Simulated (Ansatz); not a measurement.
Reaction (ligand exchange at the Si–C bond): `FC[SiH]1CC1` + H–F → `F[SiH]1CC1` + `CF`

Computed with Ansatz on PBE0-D4/def2-TZVP structures; ΔE is electronic, products minus reactants. CCSD(T)/CBS adds triple-zeta CCSD(T) − MP2 to the extrapolated MP2 energy (def2 sets, frozen cores). This one scheme is used for every species. Functionals use def2-TZVPP. One conformer a species, not always the lowest.

```json
{"level": "PBE0", "ΔE (kJ/mol)": "-139.2"}
{"level": "CCSD/CBS(def2)", "ΔE (kJ/mol)": "-146.9"}
```

(1) What does CCSD(T)/CBS give? (An estimate is asked.)

Largest T1 diagnostic among the species: 0.011.

Answers

(1) Computed: -142.2 kJ/mol. The listed levels differ from it by 3.0, -4.7 kJ/mol.

In def2-TZVPP, CCSD(T) changes the Hartree–Fock value by +31.0 kJ/mol (the triples alone add +4.6 kJ/mol) and MP2 by +30.5 kJ/mol. From PBE to PBE0 (25 % exact exchange), in def2-TZVPP and without D4, ΔE moves by −4.7 kJ/mol. The D4 term adds +6.9 kJ/mol with B3LYP and +3.9 kJ/mol with PBE0; it sums over pairs of atoms, weighted by their polarisabilities, and B3LYP, whose exchange is more repulsive, gets the larger term.

B3LYP here is the variant with VWN-RPA as its local correlation; programs differ in this.
